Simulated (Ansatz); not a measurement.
C2H2BF5O (`FB(F)OCC(F)(F)F`) at its PBE0-D4/def2-TZVP geometry, where that method's forces vanish. The species carries charge 0 and has multiplicity 1.

```tsv
atom	x (Å)	y (Å)	z (Å)
F1	-2.167	2.135	0.587
B2	-1.226	1.487	-0.064
F3	-0.453	2.157	-0.904
O4	-1.101	0.159	0.129
C5	-0.088	-0.589	-0.489
C6	1.028	-0.866	0.498
F7	0.604	-1.564	1.551
F8	1.992	-1.568	-0.104
F9	1.565	0.270	0.955
H10	-0.502	-1.546	-0.808
H11	0.347	-0.074	-1.349
```

Problem. For each bond, give half the difference of the two atoms' forces along it (eV/Å; positive pushes the atoms apart) under PBE-D4, r2SCAN-D4, B3LYP-D4, ωB97M-V in def2-TZVPP. (Best estimate.)

Solution. Computed: 
| bond | length (Å) | PBE-D4 | r2SCAN-D4 | B3LYP-D4 | ωB97M-V |
| --- | --- | --- | --- | --- | --- |
| F1–B2 | 1.315 | 0.41 | 0.08 | 0.12 | 0.14 |
| B2–F3 | 1.324 | 0.37 | 0.08 | 0.17 | 0.15 |
| B2–O4 | 1.348 | 0.10 | 0.02 | -0.08 | 0.01 |
| O4–C5 | 1.402 | 0.24 | 0.28 | 0.28 | 0.20 |
| C5–C6 | 1.515 | -0.24 | -0.17 | -0.10 | -0.09 |
| C5–H10 | 1.091 | 0.06 | -0.08 | -0.16 | -0.14 |
| C5–H11 | 1.092 | 0.06 | -0.08 | -0.13 | -0.13 |
| C6–F7 | 1.332 | 0.58 | 0.25 | 0.27 | 0.16 |
| C6–F8 | 1.337 | 0.57 | 0.26 | 0.27 | 0.16 |
| C6–F9 | 1.337 | 0.58 | 0.27 | 0.28 | 0.17 |

B3LYP here is the variant with VWN-RPA as its local correlation; programs differ in this.
